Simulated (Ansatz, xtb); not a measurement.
## Two conformers of CHBrO

Structure I: `O[C]Br`, a singlet. Structure II: `O[C]Br`, a singlet. Both are isolated molecules in the gas phase, relaxed with PBE0-D3(BJ)/def2-SVP.

I (Å):

```yaml
atoms:
  - { symbol: C, position_ang: [-0.8326, 0.1388, 0.6690] }
  - { symbol: Br, position_ang: [-0.3991, 1.6984, -0.3693] }
  - { symbol: O, position_ang: [0.1634, -0.6750, 0.5515] }
  - { symbol: H, position_ang: [-0.0570, -1.4630, 1.0766] }
```

II (Å):

```tsv
atom	x (Å)	y (Å)	z (Å)
C	0.2184	0.1825	-0.3748
Br	-0.2059	-1.5212	-1.2703
O	-0.8746	0.7748	-0.0821
H	-1.6958	0.3025	-0.3409
```

Energies in hartree; the thermal terms are from PBE0-D3(BJ)/def2-SVP harmonic frequencies (ideal gas, rigid rotor, one conformer each, 298.15 K, 1 atm) and include the zero-point energy:

```
                                 I            II
E, CCSD(T)/def2-TZVPP  −2686.387957  −2686.388326
    zero-point energy      0.018575      0.017956
         H(298 K) − E      0.022952      0.022374
         G(298 K) − E     −0.007870     −0.008587
```

Task: Work out ΔE, ΔE₀, ΔH and ΔG for I → II in kcal/mol (1 Eh = 627.51 kcal/mol) and the equilibrium ratio [II]/[I].

Result: 1. ΔE = −2686.388326 − (−2686.387957) = −0.000369 Eh = −0.23 kcal/mol.
2. ΔE₀ = ΔE + ΔZPE = −0.000369 + (−0.000619) Eh = −0.62 kcal/mol.
3. ΔH = ΔE + (−0.000578) Eh = −0.59 kcal/mol.
4. ΔG = ΔE + (−0.000717) Eh = −0.68 kcal/mol, so ΔS = (ΔH − ΔG)/T = +1.2 J/(mol K).
5. kT = 0.9442 mEh, so K = [II]/[I] = exp(−ΔG/kT) = exp(+1.15) ≈ 3.2.

The two are too close for this level to say which is favoured. An error of 1 kcal/mol in ΔG would change K by a factor of 5.4. Mirror images and further conformers aren't counted.

Other levels gave ΔE = +0.1 (PBE0-D3(BJ)/def2-SVP); +0.7 (HF/def2-TZVPP); 0.0 (MP2/def2-TZVPP) kcal/mol. The correlated steps freeze 11 core orbitals; the filled d shell of Br is correlated, in a basis made for valence electrons. Programs: Ansatz 0.2.0.
